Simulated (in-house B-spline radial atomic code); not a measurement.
**PBE hybrid excitations of Ru IX (Ru8+)**

Method: PBE hybrid with 0.9 exact exchange. Computed with a B-spline radial code for spherical atoms: linear response of the closed shell [Ar] 3d10 4s2 4p6 with the functional's adiabatic kernel; scalar-relativistic (spin-free one-electron X2C), finite nucleus, no spin-orbit coupling, no double excitations, S, P, D and F terms only; shells from n = 2 respond. Only terms of natural parity with L up to 3 were computed.

Command:
```bash
python run_td.py task.json out
```
Settings (radii: box in bohr, nucleus in fm):
```
Z                        44
electrons                36
configuration            [Ar] 3d10 4s2 4p6
hamiltonian              x2c
method                   pbeh
box_radius               11.59
exact_exchange_fraction  0.9
rms_radius               4.4809
intervals                69
```

Run time, properties included: 2.9 s on 1 thread of Arm Neoverse N1, on a shared host.

The lowest states, in the order of their Tamm-Dancoff energies; the method's threshold (minus the highest occupied level) is 179.74 eV. Labels give the largest channel, * marks a mixed state, and oscillator strengths are full-response dipole values. Semilocal kernels can invert the small singlet-triplet splittings of Rydberg terms. Energies in eV:

```
     state  full response  Tamm-Dancoff  oscillator strength
4p → 4d 3P          46.31         46.43                    -
4p → 4d 3F          47.13         47.55                    -
4p → 4d 1F          50.98         51.07                    -
4p → 4d 1P          61.99         64.15                 5.37
4p → 5s 3P          82.91         82.93                    -
4p → 5s 1P          83.88         83.91                  0.6
4s → 4d 3D              ?             ?                    -
4s → 4d 1D          90.65         90.82                    -
4p → 5p 3S          92.38         92.42                    -
4p → 5p 3D          94.41         94.43                    -
4p → 5p 1D          95.06         95.07                    -
4p → 5p 1S          97.91         98.14                    -
4p → 4f 3D         100.19        100.20                    -
4p → 4f 1D         103.35        103.53                    -
4p → 5d 3P         111.64        111.65                    -
4p → 5d 3F         112.29        112.31                    -
4p → 5d 1F         112.73        112.74                    -
4p → 5d 1P              ?             ?                    ?
4s → 5s 3S         121.71        121.72                    -
4p → 6s 3P         123.24        123.25                    -
4s → 5s 1S         123.47        123.53                    -
4p → 6s 1P         123.57        123.58                0.139
```

Question: Where does 4p → 5d 1P lie?

Answer: At 113.56 eV in full response, 113.79 eV in Tamm-Dancoff, oscillator strength 0.003.

Question: Where does 4s → 4d 3D lie?

Answer: At 84.46 eV in full response, 84.54 eV in Tamm-Dancoff.

Question: How large is the singlet-triplet splitting of 4p → 4d (F terms) in Tamm-Dancoff?

Answer: 3.51 eV, from the unrounded values.

Question: What polarisabilities and dispersion coefficient does the method give?

Answer: Dipole 1.173 bohr³, quadrupole 1.256 bohr⁵, C6 2.612 hartree·bohr⁶ for two such species.
